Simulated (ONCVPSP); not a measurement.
## Varying the ONCV potential for lead

Base potential:

ONCVPSP 4.0.1 input, shortened (lines: element, Z, core and valence counts, functional; n l f; lmax; l rc ep ncon nbas qcut; lloc lpopt rc5 dvloc0; l nproj debl; icmod fcfact rcfact), LDA (Perdew-Zunger), fully relativistic:

```
  Pb 82.00   10    5        3      upf
    1    0    2.00
    2    0    2.00
    2    1    6.00
    3    0    2.00
    3    1    6.00
    3    2   10.00
    4    0    2.00
    4    1    6.00
    4    2   10.00
    4    3   14.00
    5    0    2.00
    5    1    6.00
    5    2   10.00
    6    0    1.00
    6    1    3.00
    2
    0    1.35    0.00    4    7    7.40
    1    1.40    0.00    3    6    9.20
    2    1.45    0.00    4    8    9.60
    4    5    1.15   -1.00
    0    2    2.20
    1    2    2.90
    2    3    3.90
    3    2.75    1.50
```

Open shells are filled in proportion to 2j + 1.

Cutoffs, loose and tight: the cutoffs (Ha) at which the residual kinetic energy of the hardest occupied pseudo-wave falls to 1 and 0.1 mHa per electron. They do not see the model core or the augmentation charge, which bear on the density cutoff. Test errors are all-electron minus pseudo excitation energies from the reference, over the configurations 5s2 5p6 5d10 6s2 6p2; 5s2 5p6 5d10 6s2 6p1; 5s2 5p6 5d10 6s2 6p0; 5s2 5p6 5d10 6s0 6p4. A dash means not determined; rows that change the core or the reference have their own tests.

```csv
change,outcome,"cutoff, loose","cutoff, tight",bound ghosts,GHOST(+) flags above zero,largest test error (meV)
base,generated,30 Ha,69 Ha,none,s,-1.4
s: qcut 8.9,generated,32 Ha,37 Ha,none,s,+0.8
"all radii but the core radius scaled by about 1.24 (s 1.66, p 1.74, d 1.80 bohr); local potential polynomial inside 1.42 bohr (lpopt 5, dvloc0 -1 Ha)",generated,27 Ha,32 Ha,none,none,-2.9
"core correction Teter function, fcfact 2.75, rcfact 1.56",generated,30 Ha,69 Ha,none,s,-1.5
"local potential polynomial inside 0.90 bohr (lpopt 2, dvloc0 -1 Ha)",generated,30 Ha,69 Ha,none,s,-1.4
reference 5s2 5p6 5d10 6s2 6p1,generated,30 Ha,69 Ha,none,s,-5.4
scalar-relativistic,generated,29 Ha,69 Ha,none,s,-8.2
```
